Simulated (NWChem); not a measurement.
System: SiH3SeO2F; SMILES [SeH][Si](O)(O)F

The following NWChem deck was run.

```
start job
memory heap 200 mb stack 900 mb global 1100 mb
geometry units angstroms noautoz
  O     -1.341812     1.421129     0.910965
  Si    -0.071194     0.811657     0.073022
  O      1.304153     1.426215     0.739713
  F     -0.161943     1.256233    -1.473391
  Se    -0.062192    -1.459764     0.155476
  H     -1.279310     2.363298     1.131076
  H      2.132079     1.249650     0.270092
  H     -0.969096    -1.584125    -1.007335
end
basis spherical
  * library pcseg-2
end
dft
  xc xpbe96 cpbe96
  iterations 150
  semidirect filesize 400000000
  mulliken
end
task dft energy
```

Excerpt of the output:

```
             Northwest Computational Chemistry Package (NWChem) 7.3.0
             --------------------------------------------------------

 C1  symmetry detected

                             Geometry "geometry" -> ""
                             -------------------------

 Output coordinates in angstroms (scale by  1.889725989 to convert to a.u.)

  No.       Tag          Charge          X              Y              Z
 ---- ---------------- ---------- -------------- -------------- --------------
    1 O                    8.0000     0.65148359    -1.41695639    -1.40558158
    2 Si                  14.0000     0.01231713    -0.84000227    -0.01035225
    3 O                    8.0000     0.91394867    -1.43606356     1.23283289
    4 F                    9.0000    -1.51283853    -1.33608915     0.14799665
    5 Se                  34.0000     0.02081747     1.43286782     0.00455942
    6 H                    1.0000     0.90952638    -2.35137375    -1.38780793
    7 H                    1.0000     0.57999907    -1.27799029     2.12763513
    8 H                    1.0000    -1.27767047     1.52085174    -0.69989630

 Effective nuclear repulsion energy (a.u.)     455.3570329341

  pbe96 is a nonlocal functional; adding pw91lda local functional.

                                 NWChem DFT Module
                                 -----------------

 Summary of "ao basis" -> "ao basis" (spherical)
 ------------------------------------------------------------------------------
       Tag                 Description            Shells   Functions and Types
 ---------------- ------------------------------  ------  ---------------------
 O                          pcseg-2                 10       30   4s3p2d1f
 Si                         pcseg-2                 12       34   5s4p2d1f
 F                          pcseg-2                 10       30   4s3p2d1f
 Se                         pcseg-2                 15       43   6s5p3d1f
 H                          pcseg-2                  6       14   3s2p1d

            General Information
            -------------------
          SCF calculation type: DFT
          Wavefunction type:  closed shell.
          No. of atoms     :     8
          No. of electrons :    76
           Alpha electrons :    38
            Beta electrons :    38
          Charge           :     0
          Spin multiplicity:     1
          Use of symmetry is: off; symmetry adaption is: off
          Maximum number of iterations: 150
          AO basis - number of functions:   209
                     number of shells:    75
          Convergence on energy requested:  1.00D-06
          Convergence on density requested:  1.00D-05
          Convergence on gradient requested:  5.00D-04

              XC Information
              --------------
          PerdewBurkeErnzerhof Exchange Functional  1.000
            Perdew 1991 LDA Correlation Functional  1.000 local
           PerdewBurkeErnz. Correlation Functional  1.000 non-local

             Grid Information
             ----------------
          Grid used for XC integration:  medium
          Radial quadrature: Mura-Knowles
          Angular quadrature: Lebedev.
          Tag              B.-S. Rad. Rad. Pts. Rad. Cut. Ang. Pts.
          ---              ---------- --------- --------- ---------
          O                   0.60       49          12.0       434
          Si                  1.10       88          11.0       590
          F                   0.50       49          10.0       434
          Se                  1.15      112          12.0       590
          H                   0.35       45          13.0       434
          Grid pruning is: on
          Number of quadrature shells:   482
          Spatial weights used:  Erf1

      Superposition of Atomic Density Guess
      -------------------------------------

 Sum of atomic energies:       -2939.12996947

      Non-variational initial energy
      ------------------------------

 Total energy =   -2940.478419
 1-e energy   =   -4999.921484
 2-e energy   =    1604.086032
 HOMO         =      -0.309218
 LUMO         =       0.008217

------------------------------------------------------------
EAF file 0: "./job.aoints.0" size=656408576 bytes
------------------------------------------------------------
               write      read    awrite     aread      wait
               -----      ----    ------     -----      ----
     calls:     1252         0         0         0         0
   data(b): 6.56e+08  0.00e+00  0.00e+00  0.00e+00
   time(s): 0.00e+00  0.00e+00  0.00e+00  0.00e+00  0.00e+00
rate(mb/s): 0.00e+00  0.00e+00
------------------------------------------------------------

     ---------------------------------------------
      Total Density - Mulliken Population Analysis
     ---------------------------------------------

    Atom       Charge   Shell Charges
 -----------   ------   -------------------------------------------------------
    1 O    8     8.80   2.00  0.63  0.86  0.24  2.14  2.28  0.65  0.00  0.01  0.00
    2 Si  14    12.28   2.00  0.47  1.53  0.62  0.20  5.91  0.40  0.70  0.08  0.02  0.29  0.05
    3 O    8     8.81   2.00  0.63  0.86  0.24  2.14  2.28  0.65  0.00  0.01  0.00
    4 F    9     9.58   2.00  0.65  0.97  0.31  2.47  2.46  0.71  0.00  0.01  0.00
    5 Se  34    34.43   2.00  2.00  1.19  0.75  0.84  1.06  6.00  5.93  0.90  2.69  1.02  9.72  0.29  0.04  0.00
    6 H    1     0.65   0.31  0.24  0.02  0.02  0.06  0.01
    7 H    1     0.64   0.31  0.23  0.02  0.02  0.06  0.01
    8 H    1     0.80   0.30  0.40  0.08  0.00  0.03  0.00

   convergence    iter        energy       DeltaE   RMS-Dens  Diis-err
 ---------------- ----- ----------------- --------- --------- ---------
 d= 0,ls=0.0,diis     1  -2942.6175565809 -3.40D+03  7.13D-03  2.13D+00
 d= 0,ls=0.0,diis     2  -2942.3961144955  2.21D-01  4.89D-03  4.24D+00
 d= 0,ls=0.0,diis     3  -2942.7494186152 -3.53D-01  9.78D-04  2.69D-01
 d= 0,ls=0.0,diis     4  -2942.7685533404 -1.91D-02  5.17D-04  1.81D-02
 d= 0,ls=0.0,diis     5  -2942.7700157924 -1.46D-03  1.87D-04  3.29D-03
  Resetting Diis
 d= 0,ls=0.0,diis     6  -2942.7704102656 -3.94D-04  4.02D-05  1.89D-04
 d= 0,ls=0.0,diis     7  -2942.7704248057 -1.45D-05  4.51D-05  2.96D-05
 d= 0,ls=0.0,diis     8  -2942.7704149786  9.83D-06  2.69D-05  1.26D-04
 d= 0,ls=0.0,diis     9  -2942.7704283632 -1.34D-05  3.99D-06  1.14D-06
 d= 0,ls=0.0,diis    10  -2942.7704285029 -1.40D-07  7.69D-07  1.03D-07

         Total DFT energy =    -2942.770428502932
      One electron energy =    -5002.725396474995
           Coulomb energy =     1740.850223722148
    Exchange-Corr. energy =     -136.252288684180
 Nuclear repulsion energy =      455.357032934096

 Numeric. integr. density =       76.000005312312

                       DFT Final Molecular Orbital Analysis
                       ------------------------------------

 Vector   36  Occ=2.000000D+00  E=-3.013452D-01
              MO Center=  5.4D-01, -1.3D+00, -7.1D-01, r^2= 2.3D+00
   Bfn.  Coefficient  Atom+Function         Bfn.  Coefficient  Atom+Function
  ----- ------------  ---------------      ----- ------------  ---------------
     5      0.382005  1 O  px                 8      0.324946  1 O  px
    11      0.203660  1 O  px                69     -0.183652  3 O  px
    72     -0.153984  3 O  px               101     -0.147427  4 F  pz
     6      0.124295  1 O  py               104     -0.124538  4 F  pz
    70     -0.113070  3 O  py                 9      0.104106  1 O  py

 Vector   37  Occ=2.000000D+00  E=-2.934411D-01
              MO Center=  1.8D-01,  2.9D-01,  3.0D-01, r^2= 3.9D+00
   Bfn.  Coefficient  Atom+Function         Bfn.  Coefficient  Atom+Function
  ----- ------------  ---------------      ----- ------------  ---------------
   141      0.391570  5 Se py                70      0.263252  3 O  py
   135     -0.237062  5 Se py                73      0.220992  3 O  py
   138      0.192071  5 Se py               144      0.166989  5 Se py
    76      0.139510  3 O  py                43     -0.132135  2 Si py
   100      0.122175  4 F  py               129      0.118402  5 Se s

 Vector   38  Occ=2.000000D+00  E=-2.294509D-01
              MO Center= -6.8D-03,  1.2D+00, -7.2D-03, r^2= 2.2D+00
   Bfn.  Coefficient  Atom+Function         Bfn.  Coefficient  Atom+Function
  ----- ------------  ---------------      ----- ------------  ---------------
   142      0.479556  5 Se pz               136     -0.283910  5 Se pz
   140     -0.266071  5 Se px               145      0.266378  5 Se pz
   139      0.234008  5 Se pz               134      0.158552  5 Se px
   143     -0.147846  5 Se px               137     -0.131085  5 Se px
     4      0.093784  1 O  s                133      0.087523  5 Se pz

 Vector   39  Occ=0.000000D+00  E=-4.261208D-02
              MO Center= -1.4D-01,  3.5D-01,  1.9D-01, r^2= 7.4D+00
   Bfn.  Coefficient  Atom+Function         Bfn.  Coefficient  Atom+Function
  ----- ------------  ---------------      ----- ------------  ---------------
   198      0.957012  8 H  s                130     -0.536623  5 Se s
   184      0.523446  7 H  s                143      0.503063  5 Se px
    68     -0.292506  3 O  s                145      0.280651  5 Se pz
   197      0.275141  8 H  s                170      0.251758  6 H  s
   140      0.221882  5 Se px               129     -0.189588  5 Se s

[...]
```

Level: PBE/pcseg-2. Geometry: optimised at B3LYP/6-31G* (spherical d).
